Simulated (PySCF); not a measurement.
Basis and Hamiltonian dependence of the excitation energy of Br

Br [Ar] 3d10 4s2 4p5 (2P) → Br [Ar] 3d10 4s1 4p6 (2S). All values are computed (PySCF 2.14, energy differences of UHF-based or UKS calculations, no spin-orbit coupling). Values in eV.

```tsv
basis	Hamiltonian	functions	UHF	LDA	PBE0	MP2 (valence)	CCSD(T) (valence)	CCSD(T) (valence and next inner shell)
aug-cc-pVDZ-PP with ECP10MDF	ECP	32	15.055	12.329	13.013	12.975	10.712	n/a
ANO-RCC-VTZP	spin-free X2C	43	15.124	12.294	13.057	13.085	n/a	11.013
aug-cc-pwCVDZ-PP with ECP10MDF	ECP	48	15.065	12.326	13.010	12.936	10.616	10.742
x2c-TZVPPall	spin-free X2C	48	15.114	12.260	13.030	13.080	11.068	11.128
aug-cc-pVTZ-PP with ECP10MDF	ECP	55	15.124	12.365	13.063	13.063	10.272	n/a
def2-TZVPPD	non-relativistic	57	14.406	11.508	12.297	12.381	9.932	9.987
aug-cc-pVTZ-DK	spin-free X2C	59	15.124	12.287	13.055	13.077	10.306	n/a
aug-cc-pVTZ-PP with one added diffuse shell each of s, d, f type with ECP10MDF	ECP	68	15.125	12.366	13.063	13.064	9.952	n/a
dyall-av2z	non-relativistic	92	14.380	11.520	12.293	12.272	10.224	n/a
aug-cc-pwCVTZ-PP with ECP10MDF	ECP	96	15.129	12.368	13.064	13.076	10.282	n/a
def2-QZVPPD	non-relativistic	98	14.426	11.525	12.318	12.374	9.970	n/a
x2c-QZVPPall with one added diffuse shell each of s, p, d, f type	spin-free X2C	113	15.129	12.287	13.057	13.070	n/a	n/a
aug-cc-pVQZ-PP with one added diffuse shell each of s, p, d, f, g type with ECP10MDF	ECP	114	15.127	12.369	13.063	13.035	n/a	n/a
aug-cc-pV5Z-PP with ECP10MDF	ECP	136	15.128	12.364	13.062	13.029	n/a	n/a
```

Frozen in the all-electron rows: valence and next inner shell: [Ne]; valence: [Ar] 3d10; with a core potential, the same shells as far as they lie outside it.

Non-relativistic rows lack the scalar-relativistic shift. The upper state lies above the first ionisation limit, where it may autoionise and the basis confines it.
